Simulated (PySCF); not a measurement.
**Static response to an electric field**

Species: Au(AsH3)Cl (singlet state).
Geometry (PBE0-D3(BJ)/def2-SVP, Å), atoms numbered from 1 in this order:
```
atom  x, y, z in Å
Au1    0.0029   -0.0104   -1.5533
As2    0.0016    0.0040    0.8069
H3     0.8478   -1.0085    1.5349
H4    -1.3063   -0.2171    1.5222
H5     0.4566    1.2529    1.5170
Cl6   -0.0026   -0.0209   -3.8277
```

Level: wB97X-D/def2-SVPD (PySCF), static field, nuclei fixed, core orbitals frozen in the response. The polarisability tensor in these axes (au):

```
x    61.10   0.00   0.05
y     0.00  61.10   0.29
z     0.05   0.29 114.52
```

Task: Diagonalise the tensor; give its mean and Δα, where Δα² is half the sum of the squared differences of the eigenvalues.

Result: Principal values 61.09, 61.10 and 114.52 au; mean 78.91 au = 11.69 Å³ = 13.01 × 10⁻⁴⁰ C²·m²/J; Δα = 53.43 au (68 % of the mean).

Task: What is the dipole moment, and where does it point?

Result: (0.01, 0.04, 8.25) D, 8.25 D in size, pointing from the negative to the positive side. Measured along this direction, the outermost atoms are Cl6 at the negative end and H3, H5 and H4 at the positive end.

Task: Find the Langevin capture rate constant for O2+ (31.990 u) meeting this molecule (309.880 u), k = 2.342 × 10⁻⁹ cm³/s × √(α in Å³ / reduced mass in u).

Result: The reduced mass is 29.00 u, so k = 1.49 × 10⁻⁹ cm³/s. The formula leaves out the permanent dipole, which adds to the capture rate.

Task: Molar refractivity from α?

Result: Lorentz–Lorenz: R = (4π/3)N_A α = 2.5225 cm³/(mol·Å³) × 11.69 Å³ = 29.5 cm³/mol, in the limit of long wavelengths.

Task: Rayleigh depolarisation ratio (linearly polarised light, static tensor)?

Result: ρ = 3Δα²/(45ᾱ² + 4Δα²) = 8562.9/(280185 + 11417.1) = 0.0294.

Task: In a dilute gas of rigid molecules at 400 K, how does the orientational term μ²/3kT compare with the electronic polarisability?

Result: In Gaussian units μ²/3kT = 411.02 Å³ against 11.69 Å³, a ratio of 35.15; the Debye molar polarisation (4π/3)N_A(α + μ²/3kT) is 1066.3 cm³/mol, leaving out the vibrational part.

Geometry: PBE0-D3(BJ)/def2-SVP; no solvent, vibrations or thermal averaging. Atoms past krypton carry effective core potentials; spin–orbit coupling is left out. The calculation is non-relativistic apart from the core potentials, for arsenic too.

These values come from a run that also computed excited states. Hardware: x86-64 server, one thread, shared host. Cost: 11 s wall.
